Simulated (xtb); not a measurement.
O$_{2}$Se, charge +1, doublet, from a rough starting geometry (a state made from the parent by changing its charge; the spin is typed, not shown lowest); GFN2-xTB run with xtb 6.7.1.

Input for xtb:
```
$ xtb mol.xyz --gfn 2 --chrg 1 --uhf 1 --opt vtight --json

# file mol.xyz
3

O     -1.31958826     0.24435726     0.00322082
Se     0.04388011    -0.57652584    -0.05068274
O      1.23743316     0.35129039     0.04097612
```

Output, abridged:

```
   ID    Z sym.   atoms
    1    8 O      1, 3
    2   34 Se     2

           -------------------------------------------------
          |                Calculation Setup                |
           -------------------------------------------------

           -------------------------------------------------
          |                 G F N 2 - x T B                 |
           -------------------------------------------------

          ...................................................
          :                      SETUP                      :
          :.................................................:
          :  # basis functions                  18          :
          :  # atomic orbitals                  17          :
          :  # shells                            7          :
          :  # electrons                        17          :
          :  max. iterations                   250          :
          :  Hamiltonian                  GFN2-xTB          :
          :  restarted?                      false          :
          :  GBSA solvation                  false          :
          :  PC potential                    false          :
          :  electronic temp.          300.0000000     K    :
          :  accuracy                    1.0000000          :
          :  -> integral cutoff          0.2500000E+02      :
          :  -> integral neglect         0.1000000E-07      :
          :  -> SCF convergence          0.1000000E-05 Eh   :
          :  -> wf. convergence          0.1000000E-03 e    :
          :  Broyden damping             0.4000000          :
          :  net charge                          1          :
          :  unpaired electrons                  1          :
          ...................................................

 iter      E             dE          RMSdq      gap      omega  full diag
   1    -10.4902917 -0.104903E+02  0.170E+01    4.21       0.0  T
   2    -10.6499396 -0.159648E+00  0.662E+00    2.64       1.0  T
   3    -10.6177401  0.321995E-01  0.526E+00    2.89       1.0  T
   4    -10.6264839 -0.874383E-02  0.416E+00    2.73       1.0  T
   5    -10.6651728 -0.386888E-01  0.984E-01    2.77       1.0  T
   6    -10.6653740 -0.201270E-03  0.806E-01    2.76       1.0  T
   7    -10.6655036 -0.129617E-03  0.199E-01    2.76       1.0  T
   8    -10.6655293 -0.256239E-04  0.107E-01    2.74       1.0  T
   9    -10.6655349 -0.560358E-05  0.206E-02    2.75       2.8  T
[...]
         :: total energy             -10.634551701423 Eh    ::
 * total energy  :   -10.6345517 Eh     change       -0.2055600E-10 Eh
 * total energy  :   -10.6373721 Eh     change       -0.2820414E-02 Eh
 * total energy  :   -10.6395479 Eh     change       -0.2175815E-02 Eh
 * total energy  :   -10.6396137 Eh     change       -0.6575283E-04 Eh
 * total energy  :   -10.6396238 Eh     change       -0.1009331E-04 Eh
 * total energy  :   -10.6396295 Eh     change       -0.5716038E-05 Eh
 * total energy  :   -10.6396295 Eh     change       -0.9883829E-08 Eh
   *** GEOMETRY OPTIMIZATION CONVERGED AFTER 7 ITERATIONS ***
         :: total energy             -10.639629503004 Eh    ::
[...]
        13                         -0.1970267              -5.3614
        14                         -0.1108360              -3.0160
        15                         -0.0623622              -1.6970
        16                          0.3374143               9.1815
        17                          0.6706504              18.2493
      -------------------------------------------------------------
                  HL-Gap            0.0988271 Eh            2.6892 eV
             Fermi-level           -0.7246821 Eh          -19.7196 eV

     #   Z          covCN         q      C6AA      α(0)
     1   8 O        0.855    -0.141    17.132     5.549
     2  34 Se       1.711     1.282   197.127    24.468
     3   8 O        0.855    -0.141    17.132     5.549

 Mol. C6AA /au·bohr⁶  :        490.057675
 Mol. C8AA /au·bohr⁸  :      23912.265170
 Mol. α(0) /au        :         35.567045

Wiberg/Mayer (AO) data.
largest (>0.10) Wiberg bond orders for each atom

 ---------------------------------------------------------------------------
     #   Z sym  total        # sym  WBO       # sym  WBO       # sym  WBO
 ---------------------------------------------------------------------------
     1   8 O    2.334 --     2 Se   1.923     3 O    0.411
     2  34 Se   3.847 --     1 O    1.923     3 O    1.923
     3   8 O    2.334 --     2 Se   1.923     1 O    0.411
 ---------------------------------------------------------------------------

Topologies differ in total number of bonds
Writing topology from bond orders to xtbtopo.mol

molecular dipole:
                 x           y           z       tot (Debye)
 q only:        0.044      -1.359      -0.119
   full:        0.048      -1.447      -0.126       3.693
molecular quadrupole (traceless):
                xx          xy          yy          xz          yz          zz
 q only:       -2.293      -0.159       1.957      -0.043       0.146       0.337
  q+dip:       -3.711      -0.256       2.614      -0.076       0.137       1.096
   full:       -5.109      -0.319       2.558      -0.113       0.008       2.551

optimized geometry written to: xtbopt.xyz

           -------------------------------------------------
          | TOTAL ENERGY              -10.639629503004 Eh   |
          | GRADIENT NORM               0.000023402261 Eh/α |
          | HOMO-LUMO GAP               2.689221442880 eV   |
           -------------------------------------------------

normal termination of xtb
```
